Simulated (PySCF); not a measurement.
Delta-SCF ions had no search for a lower state. 

Cartesian coordinates (Å):
SMILES: [O-][SiH2][SeH]
```xyz
6

O     -1.7451     1.1762    -0.1125
Si    -0.6950     0.0423    -0.0367
Se     1.5275     0.9292     0.0905
H     -0.7197    -0.8749     1.1555
H     -0.5697    -0.8977    -1.2047
H      2.2020    -0.3751     0.1079
```
Charge -1, spin multiplicity 1.

Predict the total energy, HOMO and vertical detachment energy (Delta-SCF) from CAM-B3LYP-D3(BJ)/def2-TZVPD (PySCF).


```json
{
 "total_energy": "-75330.40 eV",
 "HOMO": "-3.44 eV",
 "vertical detachment energy (Delta-SCF)": "4.22 eV"
}
```
